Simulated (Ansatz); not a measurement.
`[C-]#[N+]C12CC3C4CC5CC3C(C1)C(C5)C4C2` with charge -1. Charge -1, multiplicity 2. Geometry PBE-D4/def2-SVP, that of the neutral singlet; atoms count from 1.

```csv
atom,x (Å),y (Å),z (Å)
C1,3.2898,1.9782,2.8703
N2,2.4754,1.4883,2.1599
C3,1.4955,0.8991,1.3050
C4,1.6012,1.5084,-0.1128
C5,0.5457,0.8714,-1.0271
C6,-0.8800,1.1323,-0.4813
C7,-1.9341,0.4958,-1.4015
C8,-1.7036,-1.0242,-1.4866
C9,-0.2952,-1.2922,-2.0478
C10,0.7617,-0.6589,-1.1287
C11,0.6686,-1.2556,0.2974
C12,1.7247,-0.6282,1.2177
C13,-0.7569,-0.9997,0.8463
C14,-1.8111,-1.6325,-0.0762
C15,-0.9693,0.5314,0.9434
C16,0.0794,1.1668,1.8665
H17,2.6235,1.3333,-0.5082
H18,1.4561,2.6070,-0.0478
H19,0.6324,1.3177,-2.0420
H20,-1.0483,2.2303,-0.4212
H21,-2.9534,0.7082,-1.0127
H22,-1.8757,0.9500,-2.4142
H23,-2.4659,-1.4824,-2.1517
H24,-0.1172,-2.3862,-2.1313
H25,-0.2046,-0.8732,-3.0732
H26,1.7784,-0.8537,-1.5360
H27,0.8444,-2.3524,0.2434
H28,1.6681,-1.0629,2.2375
H29,2.7480,-0.8207,0.8331
H30,-0.8362,-1.4405,1.8646
H31,-2.8280,-1.4620,0.3387
H32,-1.6630,-2.7331,-0.1208
H33,-1.9817,0.7310,1.3580
H34,0.0095,0.7466,2.8916
H35,-0.0781,2.2627,1.9477
```

Single mean-field runs in def2-TZVP are fitted with def2-universal-jkfit. The highest occupied level of the charge -1 doublet lies above zero (up to 2.64 eV). By energy differences it is unbound by 1.47 eV (vertical, against the charge 0 singlet, at PBE0-D4/def2-TZVP) and held by the finite basis.

(1) Estimate the Mulliken populations of the heavy atoms from the PBE0/def2-TZVP orbitals of Ansatz.

(2) Where does the spin sit?

(3) And the Mayer bond orders between heavy atoms (over 0.3)?

Answers

(1) 
```
atom  charge (e)  spin (α − β)
  C1       -0.36          0.03
  N2        0.13          0.00
  C3       -0.01         -0.01
  C4       -0.08         -0.12
  C5        0.08         -0.09
  C6        0.06         -0.09
  C7        0.01         -0.22
  C8        0.01          0.02
  C9        0.01         -0.22
 C10        0.06         -0.09
 C11        0.08         -0.09
 C12       -0.08         -0.12
 C13        0.06         -0.09
 C14        0.01         -0.22
 C15        0.08         -0.09
 C16       -0.08         -0.12
```
Mulliken values depend strongly on the basis.

(2) Summed by element: C -1.52, N 0.00, H 2.51, of 1 unpaired in all. Largest on single atoms: C7 -0.22, C9 -0.22, C14 -0.22.

(3) C1–N2 2.35 (1.19 Å); N2–C3 0.96 (1.43 Å); C3–C4 1.04 (1.55 Å); C3–C12 1.04 (1.55 Å); C3–C16 1.04 (1.55 Å); C4–C5 1.01 (1.53 Å); C5–C6 1.05 (1.55 Å); C5–C10 1.05 (1.55 Å); C6–C7 1.06 (1.54 Å); C6–C15 1.05 (1.55 Å); C7–C8 1.05 (1.54 Å); C8–C9 1.05 (1.54 Å); C8–C14 1.05 (1.54 Å); C9–C10 1.06 (1.54 Å); C10–C11 1.05 (1.55 Å); C11–C12 1.01 (1.53 Å); C11–C13 1.05 (1.55 Å); C13–C14 1.06 (1.54 Å); C13–C15 1.05 (1.55 Å); C15–C16 1.01 (1.53 Å).
